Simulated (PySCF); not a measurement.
**Radial density of S²⁺ (sulfur, charge +2)**

UHF, [Ne] 3s2 3p2, high-spin 3P determinant. All numbers are calculated (PySCF 2.14, no relativity, point nucleus, in aug-cc-pV(Q+d)Z (7s6p5d3f2g, 89 functions)).

```json
{"r (bohr)": "0.00150", "4πr²ρ (e/bohr)": "0.07219", "4πr²(ρα − ρβ)": "0.0000"}
{"r (bohr)": "0.00253", "4πr²ρ (e/bohr)": "0.1977", "4πr²(ρα − ρβ)": "0.0000"}
{"r (bohr)": "0.00425", "4πr²ρ (e/bohr)": "0.5293", "4πr²(ρα − ρβ)": "0.0000"}
{"r (bohr)": "0.00715", "4πr²ρ (e/bohr)": "1.366", "4πr²(ρα − ρβ)": "0.0001"}
{"r (bohr)": "0.0120", "4πr²ρ (e/bohr)": "3.306", "4πr²(ρα − ρβ)": "0.0002"}
{"r (bohr)": "0.0202", "4πr²ρ (e/bohr)": "7.204", "4πr²(ρα − ρβ)": "0.0007"}
{"r (bohr)": "0.0340", "4πr²ρ (e/bohr)": "13.17", "4πr²(ρα − ρβ)": "0.0030"}
{"r (bohr)": "0.0572", "4πr²ρ (e/bohr)": "18.05", "4πr²(ρα − ρβ)": "0.0141"}
{"r (bohr)": "0.0962", "4πr²ρ (e/bohr)": "16.22", "4πr²(ρα − ρβ)": "0.0600"}
{"r (bohr)": "0.162", "4πr²ρ (e/bohr)": "11.93", "4πr²(ρα − ρβ)": "0.1837"}
{"r (bohr)": "0.272", "4πr²ρ (e/bohr)": "16.28", "4πr²(ρα − ρβ)": "0.2906"}
{"r (bohr)": "0.458", "4πr²ρ (e/bohr)": "14.85", "4πr²(ρα − ρβ)": "0.0808"}
{"r (bohr)": "0.770", "4πr²ρ (e/bohr)": "4.289", "4πr²(ρα − ρβ)": "0.1911"}
{"r (bohr)": "1.30", "4πr²ρ (e/bohr)": "2.910", "4πr²(ρα − ρβ)": "1.2474"}
{"r (bohr)": "2.18", "4πr²ρ (e/bohr)": "1.441", "4πr²(ρα − ρβ)": "0.7899"}
{"r (bohr)": "3.67", "4πr²ρ (e/bohr)": "0.07961", "4πr²(ρα − ρβ)": "0.0551"}
{"r (bohr)": "6.17", "4πr²ρ (e/bohr)": "0.0001823", "4πr²(ρα − ρβ)": "0.0002"}
```
